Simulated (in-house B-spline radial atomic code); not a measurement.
**Ga⁴⁺: [Ar] 3d9**

All numbers are computed (Dirac-Kohn-Sham HSE06, spherical fractional occupations, exact exchange averaged over the configuration; Fermi nucleus of rms radius 3.9973 fm) with an all-electron radial atomic-structure program (B-spline basis), not measured.

Effective charges: Z_r = [3n² - l(l+1)]/(2<r>) from the radius, Z_e = n√(-2ε) from the energy, and Slater's rules. Values are occupation-weighted means over j.

```csv
shell,electrons,ε (eV),<r> (bohr),Z_r,Z_e,Slater
1s,2,-10341,0.04859,30.87,27.57,30.70
2s,2,-1341.3,0.2173,27.61,19.86,26.85
2p,6,-1174.2,0.1906,26.24,18.58,26.85
3s,2,-213.68,0.6465,20.88,11.89,19.75
3p,6,-162.43,0.6701,18.65,10.37,19.75
3d,9,-79.01,0.7421,14.15,7.23,10.20
```

The least bound orbital is 3d5/2 at -78.8 eV, and it is also the most diffuse (<r> = 0.7437 bohr).

Spin-orbit splittings of the orbital energies (j = l + 1/2 above j = l - 1/2 when positive): 2p 27.74 eV, 3p 3.76 eV, 3d 0.5174 eV.

For the 1s electron the small component carries 1.26 % of the norm, the zero-frequency Breit interaction raises the level by 14.63 eV, self-energy by 7.533 eV, and vacuum polarisation lowers it by 0.7124 eV.

The density falls to 0.001 bohr⁻³ at 2.366 bohr; Σ<r²> = 10.717 bohr² gives, by the non-relativistic formula and without the paramagnetism of open shells, a Langevin diamagnetic susceptibility of -8.487×10⁻⁶ cm³/mol.
